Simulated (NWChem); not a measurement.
Molecule: CdClF; SMILES [F][Cd][Cl]

```xyz
3

Cd     0.4519    -0.1097     0.0000
F      0.9800    -1.9610     0.0000
Cl    -0.1704     2.0713     0.0000
```
Atoms are numbered in this order, from 1.

The geometry was optimised at PBE0/def2-SVP. def2 effective core potentials on Cd; no spin-orbit coupling.

Problem. List the 6 lowest vertical singlet excitations from PBE/def2-SVPD with def2 effective core potentials on Cd, TDA (NWChem).

Solution. 
```csv
state,energy (eV),oscillator strength,leading excitation (squared amplitude)
S1,4.65,0.006,HOMO → LUMO (0.94)
S2,4.65,0.006,HOMO−1 → LUMO (0.94)
S3,5.43,0.019,HOMO−2 → LUMO (0.73)
S4,5.43,0.019,HOMO−3 → LUMO (0.73)
S5,6.46,0.035,HOMO−4 → LUMO (0.40)
S6,6.55,0.000,HOMO → LUMO+1 (0.48)
```
